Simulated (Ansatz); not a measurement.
A structure relaxed at PBE0-D4/def2-TZVP, charge 0, multiplicity 1:

```xyz
13

C    -1.217    1.751    0.392
O     0.123    1.606   -0.026
Sn    1.210    0.175    0.728
Cl    3.131    0.249   -0.549
O     0.289   -1.505    0.388
C    -0.002   -1.905   -0.935
H    -1.810    0.844    0.221
H    -1.662    2.561   -0.192
H    -1.298    2.019    1.453
H     1.507    0.295    2.391
H    -0.542   -2.854   -0.884
H    -0.635   -1.178   -1.459
H     0.907   -2.059   -1.527
```

Task: Give its formula and SMILES.

Result: C2H7ClO2Sn, `C[O][SnH]([Cl])[O]C`.

Task: Point group (tolerance 0.08 Å, 0.16 Å for H)?

Result: C1.

Task: Summarise the bond lengths by kind.

Result: 2 × C–O 1.411 to 1.412 Å; 6 × C–H 1.093 to 1.098 Å; 2 × O–Sn 1.945 to 1.949 Å; 1 × Cl–Sn 2.308 Å; 1 × H–Sn 1.694 Å.

Program: Ansatz 0.2.0.
